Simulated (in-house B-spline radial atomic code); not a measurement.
Checks on a self-consistent run for neutral indium, [Kr] 4d10 5s2 (5f5/2)1. Level of theory: Dirac-Hartree-Fock, average of the jj configuration, Fermi nucleus of rms radius 4.6156 fm; calculated with a B-spline radial code for spherical atoms.

```json
{"orbital": "1s1/2", "q": "2", "ε (Eh)": "-1033.00338", "<1/r>": "51.8587", "<r²>": "0.00119408", "small-component weight": "0.032341"}
{"orbital": "2s1/2", "q": "2", "ε (Eh)": "-158.16728", "<1/r>": "12.0235", "<r²>": "0.0193603", "small-component weight": "0.006847"}
{"orbital": "2p1/2", "q": "2", "ε (Eh)": "-147.06231", "<1/r>": "11.9667", "<r²>": "0.0144859", "small-component weight": "0.0068278"}
{"orbital": "2p3/2", "q": "4", "ε (Eh)": "-139.27674", "<1/r>": "11.1845", "<r²>": "0.0157876", "small-component weight": "0.0065331"}
{"orbital": "3s1/2", "q": "2", "ε (Eh)": "-31.63740", "<1/r>": "4.25015", "<r²>": "0.137347", "small-component weight": "0.0019759"}
{"orbital": "3p1/2", "q": "2", "ε (Eh)": "-27.11022", "<1/r>": "4.14753", "<r²>": "0.132896", "small-component weight": "0.0019107"}
{"orbital": "3p3/2", "q": "4", "ε (Eh)": "-25.66119", "<1/r>": "3.95989", "<r²>": "0.141248", "small-component weight": "0.0018342"}
{"orbital": "3d3/2", "q": "4", "ε (Eh)": "-17.74564", "<1/r>": "3.78996", "<r²>": "0.122474", "small-component weight": "0.0017054"}
{"orbital": "3d5/2", "q": "6", "ε (Eh)": "-17.45269", "<1/r>": "3.74093", "<r²>": "0.124987", "small-component weight": "0.0016821"}
{"orbital": "4s1/2", "q": "2", "ε (Eh)": "-5.54086", "<1/r>": "1.61735", "<r²>": "0.822011", "small-component weight": "0.00049326"}
{"orbital": "4p1/2", "q": "2", "ε (Eh)": "-3.98409", "<1/r>": "1.49713", "<r²>": "0.94302", "small-component weight": "0.00043493"}
{"orbital": "4p3/2", "q": "4", "ε (Eh)": "-3.72849", "<1/r>": "1.44088", "<r²>": "1.0024", "small-component weight": "0.00041406"}
{"orbital": "4d3/2", "q": "4", "ε (Eh)": "-1.26363", "<1/r>": "1.14927", "<r²>": "1.58569", "small-component weight": "0.00027887"}
{"orbital": "4d5/2", "q": "6", "ε (Eh)": "-1.22850", "<1/r>": "1.13176", "<r²>": "1.63211", "small-component weight": "0.00027187"}
{"orbital": "5s1/2", "q": "2", "ε (Eh)": "-0.59564", "<1/r>": "0.492065", "<r²>": "7.58614", "small-component weight": "5.5411e-05"}
{"orbital": "5f5/2", "q": "1", "ε (Eh)": "-0.02002", "<1/r>": "0.0401271", "<r²>": "1121.88", "small-component weight": "5.3603e-07"}
```

Electron-electron repulsion V_ee = 2203.2513 hartree.

**Question.** What total energy follows from the eigenvalues?

**Answer.** The eigenvalues count the repulsion twice, so E = Σqε - V_ee = -3677.012 - 2203.251 = -5880.264 hartree; the run printed -5880.264.

**Question.** Does the Dirac virial theorem hold?

**Answer.** For a point nucleus E = -2c²Σq·w, with w the small-component weight. Here Σq·w = 0.15656 and c = 137.0360, so the ratio E/(-2c²Σq·w) is 1.000045; the finite nucleus accounts for the departure from 1.

**Question.** What diamagnetic shielding (Lamb formula) and susceptibility (Langevin formula) do the radii give?

**Answer.** σ = (α²/3)Σq<1/r> = 291.081/(3·137.036²) = 5166.8 ppm, and χ = -0.79199×10⁻⁶·Σq<r²> = -921.2×10⁻⁶ cm³/mol with Σq<r²> = 1163.2 bohr². Both are non-relativistic formulas without the paramagnetism of open shells.
